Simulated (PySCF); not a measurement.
Delta-SCF ions had no search for a lower state. Excitations are Tamm–Dancoff values on a coarser integration grid. The basis has no diffuse functions, so Rydberg states are missing or too high.

Cartesian coordinates (Å):
SMILES: C1CCOC1
```xyz
13

C     -0.8363     0.4519     0.4894
C      0.4759     0.9520    -0.1013
C      1.2863    -0.3326    -0.1655
O      0.3547    -1.3818    -0.3820
C     -0.9678    -0.9080    -0.1775
H     -0.7460     0.3389     1.5736
H     -1.6851     1.1063     0.2855
H      0.9579     1.7262     0.4975
H      0.3120     1.3514    -1.1063
H      2.0191    -0.3384    -0.9771
H      1.8211    -0.5079     0.7778
H     -1.4793    -0.8234    -1.1458
H     -1.5126    -1.6345     0.4317
```
Charge 0, spin multiplicity 1.

### Question
Give the S1–T1 gap (TDA), LUMO, hole reorganisation energy (four-point), adiabatic ionisation energy (no zero-point term), dipole moment, vertical ionisation energy (Delta-SCF), total energy and S1 excitation (TDA) at the level PBE0-D4/def2-TZVP run with PySCF.

### Answer

S1–T1 gap (TDA): 0.15 eV
LUMO: 1.19 eV
hole reorganisation energy (four-point): 33.2 kJ/mol
adiabatic ionisation energy (no zero-point term): 9.16 eV
dipole moment: 1.77 D
vertical ionisation energy (Delta-SCF): 9.32 eV
total energy: -232.2731 Ha
S1 excitation (TDA): 6.96 eV
